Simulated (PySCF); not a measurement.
**`C[C@H](CC#N)[C@@H](F)Cl`, C₅H₇ClFN**

Cartesian coordinates in Å; atom numbers follow the order of the lines, from 1:
```xyz
15

C    -1.048   -1.307   -0.190
C    -0.127   -0.112   -0.418
C     1.224   -0.317    0.282
C     2.141    0.756   -0.007
N     2.856    1.614   -0.251
C    -0.775    1.186    0.064
F    -1.923    1.419   -0.625
Cl   -1.185    1.123    1.801
H    -2.001   -1.141   -0.686
H    -1.230   -1.449    0.872
H    -0.600   -2.211   -0.593
H     0.040    0.016   -1.495
H     1.672   -1.255   -0.057
H     1.078   -0.371    1.364
H    -0.125    2.057   -0.084
```

Method: PySCF 2.14.0, TDDFT wB97X-D/def2-SVPD circular dichroism and optical rotation, one conformer, gas phase. Geometry: GFN2-xTB.

The molecule is flexible and this is one conformer; a measurement averages over conformers.

Stereocentres: C2 R, C6 S.

Problem. What is the specific rotation at 633, 589.3, 546, 436, 405, 365, 355 nm?

Solution. [α] in deg dm⁻¹ (g/mL)⁻¹:
| λ (nm) | origin-invariant length gauge | modified velocity gauge | length gauge (centre of mass) | isotropic polarisability (au) |
| --- | --- | --- | --- | --- |
| 633 | -41.2 | -50.1 | -42.2 | 77.5 |
| 589.3 | -47.7 | -58.1 | -48.9 | 77.8 |
| 546 | -55.8 | -68.0 | -57.3 | 78.0 |
| 436 | -89.1 | -109.2 | -91.5 | 79.1 |
| 405 | -104.0 | -127.8 | -106.9 | 79.6 |
| 365 | -129.5 | -159.9 | -133.2 | 80.5 |
| 355 | -137.3 | -169.8 | -141.3 | 80.8 |

Problem. And for the mirror image at 589.3 nm?

Solution. +47.7 deg dm⁻¹ (g/mL)⁻¹ (origin-invariant length gauge): the same size and the opposite sign.

Problem. What is the molar rotation [Φ] = [α]·M/100 of the geometry above at 589.3 nm?

Solution. With M = 135.57 g/mol, -64.6 deg cm² dmol⁻¹ (origin-invariant length gauge).

The first excitation lies at 7.61 eV (163 nm) with R = -0.8 × 10⁻⁴⁰ esu² cm² (velocity form).
